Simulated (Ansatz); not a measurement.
# A basis-limit estimate, worked out

An elementary step of SiNH₆OF, singlet (SiH₃OF ([OH][SiH2][F]) + NH₃ → SiNH₅O ([NH2][SiH2][OH]) + HF; Si–F, H–N broken or loosened, Si–N, F–H formed or tightened). “Start” and “end” are the PBE0-D4/def2-TZVP structures reached by relaxing down either side of its saddle point, with the molecules still in contact.

Computed with Ansatz 0.2.0 (basis: def2-TZVPP and def2-QZVPP); correlated methods freeze the cores.

Energies in eV:

| quantity | end | start |
| --- | --- | --- |
| Hartree–Fock, triple zeta (X = 3) | -14187.64117 | -14188.44720 |
| Hartree–Fock, quadruple zeta (X = 4) | -14188.20027 | -14189.02133 |
| MP2 correlation, X = 3 | -23.56027 | -23.32532 |
| MP2 correlation, X = 4 | -25.51504 | -25.26620 |
| CCSD(T) correlation, X = 3 | -25.05373 | -24.84620 |

**Question.** Work out the step energy at the basis limit: extrapolate Hartree–Fock as E(X) = E∞ + A exp(−7.88 √X) and the MP2 correlation as E(X) = E∞ + B X^−2.97 (the exponents that Neese and Valeev fitted for def2-TZVPP and QZVPP), then add CCSD(T) − MP2 in triple zeta.

**Answer.** Each step is linear, so take the differences first (end − start): Hartree–Fock 0.80603 (X = 3) and 0.82106 (X = 4); MP2 correlation -0.23495 and -0.24884; CCSD(T) correlation -0.20753.
Two points give E∞ = E(4) + w [E(4) − E(3)], with w = 1/(exp(7.88 (2 − √3)) − 1) = 0.1377 for Hartree–Fock and w = 1/((4/3)^2.97 − 1) = 0.7407 for the correlation.
Hartree–Fock: 0.82106 + 0.1377 × 0.01503 = 0.8231 eV.
MP2 correlation: -0.24884 + 0.7407 × (-0.01389) = -0.2591 eV.
CCSD(T) − MP2: -0.20753 − (-0.23495) = 0.0274 eV.
Sum: 0.8231 + (-0.2591) + 0.0274 = 0.5914 eV, or 13.64 kcal/mol. Plain CCSD(T) in triple zeta gives 0.5985 eV, so the larger basis shifts the result by -0.0071 eV.

T1 diagnostic: at most 0.013.

The step is the kind of exchange with an N–H group that builds nitride films in atomic layer and chemical vapour deposition.

Labels in which every atom is bracketed show which atoms are joined, not bond orders.

For scale, one of the runs: CCSD(T)/def2-TZVPP, 219 basis functions (an equivalent command: `ansatz run in.yaml --threads 4`). Time: 68 s of wall clock on 4 CPU threads; the host was shared. Peak host memory: 3.4 GiB.
